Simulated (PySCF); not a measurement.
HO2Si, SMILES O=[Si]=[OH+], charge +1. Atoms are numbered in the order given.

```xyz
4

O     -0.0012     1.5745     0.0000
Si     0.0187     0.0852     0.0000
O     -0.0906    -1.4443     0.0000
H      0.4724    -2.2335     0.0000
```
Charge +1, spin multiplicity 1.

Coordinates come from a PBE0-D3(BJ)/def2-TZVP optimisation. The isomer is the one that the SMILES or the coordinates give; other isomers of the formula were not compared.

Computed with B3LYP/def2-TZVPD (PySCF).

Mulliken values depend strongly on the basis, most of all with diffuse functions as here. ESP charges are fitted to the potential on shells at 1.4 to 2.0 van der Waals radii. Atomic charges (e):

| atom | meta-Löwdin | ESP fit | Mulliken |
|---|---|---|---|
| O1 | ___ | -0.37 | -0.22 |
| Si2 | ___ | 1.29 | 1.03 |
| O3 | ___ | -0.41 | -0.25 |
| H4 | ___ | 0.49 | 0.44 |

Question: Fill in the missing entries. (Estimate from the structure and the level; the computed values follow.)

Answer: 
- O1, meta-Löwdin: -0.55
- Si2, meta-Löwdin: 1.72
- O3, meta-Löwdin: -0.62
- H4, meta-Löwdin: 0.45
